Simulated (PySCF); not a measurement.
CH9ClOSi3, SMILES CO[Si@H]([SiH3])[SiH2]Cl.

Geometry: B3LYP-D3(BJ)/def2-SVP. The structure was generated by enumeration; whether it is a known compound was not checked. The values are those of a single conformer.

All values below come from PBE/def2-TZVP in PySCF.

The molecule is in vacuum.

- total energy = -1446.79244 hartree
- highest occupied level = -6.21 eV
- lowest empty level = -1.98 eV
- orbital gap = 4.23 eV
- dipole moment = 0.356 e·Å
- quadrupole, principal values (traceless, Buckingham form, about the centre of nuclear charge) = -6.56, 0.63, 5.93 D·Å
